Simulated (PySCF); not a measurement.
TlP at BP86

Computed with BP86; Tl def2-SVPD with ECP60, P def2-SVPD; scalar-relativistic core potentials (PySCF 2.14).

| Property | Result |
| --- | --- |
| state | ³Σ⁻ (triplet), unpaired electrons π ↑↑ |
| bond length | 2.761 Å |
| harmonic wavenumber | 228 cm⁻¹ |
| force constant | 0.826 mdyn/Å |
| rotational constant Be | 0.08217 cm⁻¹ |
| anharmonicity ωexe | 0.711 cm⁻¹ |
| vibration–rotation constant αe | 0.000352 cm⁻¹ |
| well depth De to Tl + P | 2.07 eV |
| dissociation energy D0 | 2.05 eV |
| bond order (Mayer) | 1.22 |
| dipole moment (positive dipole means Tl(−)P(+)) | -2.62 D |

These are scalar-relativistic numbers at best; spin–orbit coupling would shift them, the dissociation energy most. The state is the lowest determinant that a PBE0 search found; another state may lie lower at other levels.
